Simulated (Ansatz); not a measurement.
Frontier orbitals of C3H7BSi.

Z-matrix (Å, degrees):
```
B
C 1 1.731
C 1 1.887 2 39.8
C 1 1.689 2 48.4 3 180.0
H 1 1.195 2 117.2 3 -82.5
H 1 1.195 2 117.2 3 82.5
Si 3 1.830 1 132.6 2 -180.0
H 4 1.085 1 116.4 2 -109.8
H 4 1.085 1 116.4 2 109.8
H 7 1.483 3 109.3 1 -179.5
H 7 1.482 3 108.5 1 -59.3
H 7 1.482 3 108.5 1 60.2
```

Charge 0, multiplicity 1. The bonds changed during the relaxation, so this is another structure than the one it started from. Geometry: relaxed with PBE0-D4/def2-TZVP. Basis def2-TZVPP, the Gaussian-basis code of Ansatz.

| functional | HOMO (eV) | LUMO (eV) | gap (eV) |
| --- | --- | --- | --- |
| PBE | -6.68 | -1.57 | 5.11 |
| r2SCAN | -6.93 | -1.37 | 5.56 |
| PBE0 | -7.92 | -0.63 | 7.29 |
| CAM-B3LYP | -9.30 | 0.50 | 9.80 |
| LC-ωPBE | -10.69 | 1.58 | 12.27 |
| ωB97X-V | -10.31 | 1.52 | 11.83 |
| ωB97M-V | -10.18 | 1.39 | 11.57 |

From PBE to PBE0 the HOMO moves by −1.24 eV and the LUMO by +0.94 eV, and with ωB97M-V by −3.49 and +2.96 eV, so the gap grows from 5.11 to 11.57 eV with exact exchange. A positive LUMO is unbound and depends on the basis.

LC-ωPBE has ω = 0.4 bohr⁻¹.
